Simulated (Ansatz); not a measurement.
Frontier orbitals of CH$_{4}$GeO (`C[O][GeH]`).

Charge 0, multiplicity 1. Correlated methods include outer-core shells of Ge, which these sets cover unevenly. Scalar relativity is left out up to krypton. The geometry is a stationary point of PBE0-D4/def2-TZVP. Basis def2-TZVPP, Ansatz 0.2.0.

```json
{"functional": "PBE", "HOMO (eV)": "-5.76", "LUMO (eV)": "-2.96", "gap (eV)": "2.80"}
{"functional": "revPBE", "HOMO (eV)": "-5.72", "LUMO (eV)": "-2.87", "gap (eV)": "2.85"}
{"functional": "PBE0", "HOMO (eV)": "-6.86", "LUMO (eV)": "-2.17", "gap (eV)": "4.69"}
{"functional": "B3LYP", "HOMO (eV)": "-6.70", "LUMO (eV)": "-2.40", "gap (eV)": "4.30"}
{"functional": "ωB97X-V", "HOMO (eV)": "-9.13", "LUMO (eV)": "-0.07", "gap (eV)": "9.06"}
{"functional": "ωB97M-V", "HOMO (eV)": "-9.01", "LUMO (eV)": "-0.19", "gap (eV)": "8.82"}
```

Against PBE, PBE0 changes HOMO and LUMO by −1.10 and +0.79 eV, ωB97M-V by −3.25 and +2.77 eV. A gap of 2.80 eV thus becomes 8.82 eV for the same molecule, so an orbital gap means little without its functional.

B3LYP here is the variant with VWN-RPA as its local correlation; programs differ in this.
